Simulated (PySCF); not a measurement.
# Molecular orbitals of CsC

LDA at R = 2.714 Å; Cs x2c-TZVPPall, C x2c-TZVPPall; spin-free X2C with a Gaussian nucleus (PySCF 2.14). State: ⁴Σ⁻ (quartet), unpaired electrons σ ↑, π ↑↑. Only the outer orbitals are listed, counted within each symmetry.

```json
{"spin": "α", "orbital": "11σ", "occ.": "1", "ε (eV)": "-26.45", "on Cs (%)": "100", "main shells (%)": "100 Cs s"}
{"spin": "α", "orbital": "12σ", "occ.": "1", "ε (eV)": "-13.61", "on Cs (%)": "83", "main shells (%)": "83 Cs p, 15 C s"}
{"spin": "α", "orbital": "6π", "occ.": "1", "ε (eV)": "-13.29", "on Cs (%)": "100", "main shells (%)": "100 Cs p"}
{"spin": "α", "orbital": "6π", "occ.": "1", "ε (eV)": "-13.29", "on Cs (%)": "100", "main shells (%)": "100 Cs p"}
{"spin": "α", "orbital": "13σ", "occ.": "1", "ε (eV)": "-10.70", "on Cs (%)": "18", "main shells (%)": "82 C s, 15 Cs p"}
{"spin": "α", "orbital": "7π", "occ.": "1", "ε (eV)": "-3.26", "on Cs (%)": "12", "main shells (%)": "88 C p, 9 Cs d"}
{"spin": "α", "orbital": "7π", "occ.": "1", "ε (eV)": "-3.26", "on Cs (%)": "12", "main shells (%)": "88 C p, 9 Cs d"}
{"spin": "α", "orbital": "14σ", "occ.": "1", "ε (eV)": "-3.22", "on Cs (%)": "16", "main shells (%)": "83 C p"}
{"spin": "α", "orbital": "15σ", "occ.": "0", "ε (eV)": "-1.56", "on Cs (%)": "98", "main shells (%)": "87 Cs s, 8 Cs p"}
{"spin": "α", "orbital": "16σ", "occ.": "0", "ε (eV)": "-0.33", "on Cs (%)": "97", "main shells (%)": "52 Cs p, 41 Cs d"}
{"spin": "α", "orbital": "8π", "occ.": "0", "ε (eV)": "-0.32", "on Cs (%)": "100", "main shells (%)": "73 Cs p, 27 Cs d"}
{"spin": "β", "orbital": "11σ", "occ.": "1", "ε (eV)": "-26.38", "on Cs (%)": "100", "main shells (%)": "100 Cs s"}
{"spin": "β", "orbital": "6π", "occ.": "1", "ε (eV)": "-13.22", "on Cs (%)": "100", "main shells (%)": "100 Cs p"}
{"spin": "β", "orbital": "6π", "occ.": "1", "ε (eV)": "-13.22", "on Cs (%)": "100", "main shells (%)": "100 Cs p"}
{"spin": "β", "orbital": "12σ", "occ.": "1", "ε (eV)": "-13.18", "on Cs (%)": "94", "main shells (%)": "95 Cs p"}
{"spin": "β", "orbital": "13σ", "occ.": "1", "ε (eV)": "-7.92", "on Cs (%)": "11", "main shells (%)": "89 C s"}
{"spin": "β", "orbital": "14σ", "occ.": "0", "ε (eV)": "-1.58", "on Cs (%)": "92", "main shells (%)": "78 Cs s, 14 Cs p"}
{"spin": "β", "orbital": "7π", "occ.": "0", "ε (eV)": "-1.04", "on Cs (%)": "39", "main shells (%)": "61 C p, 34 Cs d"}
{"spin": "β", "orbital": "7π", "occ.": "0", "ε (eV)": "-1.04", "on Cs (%)": "39", "main shells (%)": "61 C p, 34 Cs d"}
```

Question: Which are the highest filled and the lowest empty level, where do they sit, and how wide is the gap?

Answer: Highest filled α 14σ at -3.22 eV (in %: 83 C p); lowest empty β 14σ at -1.58 eV (in %: 78 Cs s, 14 Cs p); the gap at LDA is 1.64 eV.

The bond order (Mayer) is 0.85. The ⟨S²⟩ is 3.754 and the charge on Cs (Mulliken, basis-dependent) is 0.55. The charge on Cs (Löwdin, basis-dependent) is 0.28. The dipole moment (positive dipole means Cs(−)C(+)) is -8.11 D, the polarisability along the bond is 119.2 bohr³ and the polarisability across the bond is 49.0 bohr³.

Spin–orbit coupling is left out. The state was picked by a PBE0 search and need not be the measured ground state.
